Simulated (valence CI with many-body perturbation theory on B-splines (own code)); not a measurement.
## Questions on In42+

Method: configuration interaction combined with many-body perturbation theory (CI+MBPT): five valence electrons over a frozen Dirac-Fock core [He], radial functions for each j: 11 s, 11 p, 10 d, 8 f, 5 g, 2 h, with the one-electron correlation potential Σ1 (screened to all orders), the two-electron term Σ2, the three-electron term Σ3, Breit, model QED; selected single and double excitations, second order for the rest, scaled by the run's own slope (own B-spline code, finite nucleus).

No measured spectrum was set against this ion. As an estimate, large intervals hold to a few tenths of a per cent, small ones and those within an open d or f shell to about a per cent. Among the levels kept, up to 7100 cm⁻¹ of a level comes from second order outside the variational space, and about a tenth of that is noise between levels of different J, which matters for small intervals.

Levels are named by their leading jj configuration (3d3/2^4 stands for four electrons in 3d with j = 3/2), which in mixed levels can hold well under half, so a name can repeat and another be missing.

Rates and lifetimes use the calculated energies. Strong lines usually hold to 10 to 20 %, long lifetimes can be off by a factor of two.

Task: What is the ground level?

Result: (2s^2 2p1/2^2 2p3/2) J=3/2, composition 45 % 2s2 2p3 2P° + 30 % 2s2 2p3 4S° + 25 % 2s2 2p3 2D°, g = 1.383.

Task: How well does LS coupling describe the low levels?

Result: Among the lowest 20 levels the leading LS term, summed over configurations, holds 64 % on average. For single configurations the figures are 64 % in LS and 98 % in jj coupling. Terms mix most in the J = 3/2 level at 31002 × 10³ cm⁻¹, where the leading one holds 30 %.

Task: Among levels below 37877 × 10³ cm⁻¹, which E1 lines absorb most strongly from the ground level?

Result: to (2s^2 2p1/2 2p3/2 3d3/2) J=5/2 at 0.3001 nm, f = 0.521; to (2s^2 2p1/2^2 3d5/2) J=5/2 at 0.3158 nm, f = 0.513; to (2s^2 2p1/2 2p3/2 3d3/2) J=1/2 at 0.2992 nm, f = 0.224.

Task: Name the longest-lived excited levels whose lifetime is computed, and their main decay.

Result: (2s^2 2p1/2 2p3/2^2) J=5/2 at 1800.9 × 10³ cm⁻¹ lives 63.5 ns, mostly by M1 to (2s^2 2p1/2^2 2p3/2) J=3/2; (2s^2 2p1/2 2p3/2^2) J=1/2 at 2016.6 × 10³ cm⁻¹ lives 15.2 ns, mostly by M1 to (2s^2 2p1/2^2 2p3/2) J=3/2; (2s^2 2p1/2 2p3/2^2) J=3/2 at 1651.7 × 10³ cm⁻¹ lives 11.1 ns, mostly by M1 to (2s^2 2p1/2^2 2p3/2) J=3/2.

Task: Where does the other parity begin?

Result: At (2s 2p1/2^2 2p3/2^2) J=5/2, 3190.2 × 10³ cm⁻¹.
